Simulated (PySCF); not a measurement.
# Correlation energy of Pm⁴⁸⁺ (promethium, charge +48)

[Ne] 3s2 3p1, 2P determinant. All numbers are calculated (PySCF 2.14, scalar relativity by spin-free X2C-1e, in an even-tempered Gaussian basis (18 s from 10 bohr⁻², ratio 2.5; 12 p from 13 bohr⁻², ratio 2.5; 4 d from 52 bohr⁻², ratio 2.7; 4 f from 77 bohr⁻², ratio 2.7)). Frozen: 1s2; 11 electrons correlated; the 21 highest virtual orbitals of each spin left out.

```
  level  correlation energy (mhartree)
   CCSD                        -511.72
    (T)                          -0.74
CCSD(T)                        -512.46
```

Diagnostics: T1 = 0.00050, D1 = 0.0022, largest double amplitude 0.045.

Q: Is a single reference adequate?

A: Yes, within this model without spin-orbit coupling: T1 lies below 0.03 and no double amplitude reaches 0.07.

At this charge the one-electron X2C treatment keeps the bare 1/r₁₂, with no two-electron picture change or Breit term. The effect here is smaller than on the frozen 1s shell; and a scalar Hamiltonian misses the large spin-orbit splitting of the p shells, which matters for ns² → np² pairs.
